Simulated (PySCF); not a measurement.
**A thermochemical cycle for RbCd**

PBE0 in PySCF with def2-SVP on every atom (core potentials on Rb, Cd), for the lowest determinant that a PBE0 search found; no spin–orbit coupling. RbCd, a doublet (σ ↑), has De = 0.08 eV to neutral atoms, and RbCd⁺, a singlet (closed shell), has De = 0.20 eV to Rb⁺ + Cd.

The adiabatic ionisation energy of RbCd, between the minima, is 4.08 eV.

Which ionisation energy of the Rb atom does this level give?

IE(Rb) = IE(molecule) + De(ion) − De(neutral) = 4.08 + 0.20 − 0.08 = 4.20 eV; the measured value is 4.177 eV (NIST ASD).

Closed-shell solutions of metal pairs were not tested for spin polarisation, which can lower them a little. Weak bonds: RbCd, RbCd⁺. Basis-set superposition, not corrected here, can be much of De in a small basis, most of all at correlated wavefunction levels. For an ion De counts to the pair picked by the measured ionisation energies or electron affinities, which need not be the lowest pair at this level. States were picked by a PBE0 search and need not be the measured ground states.
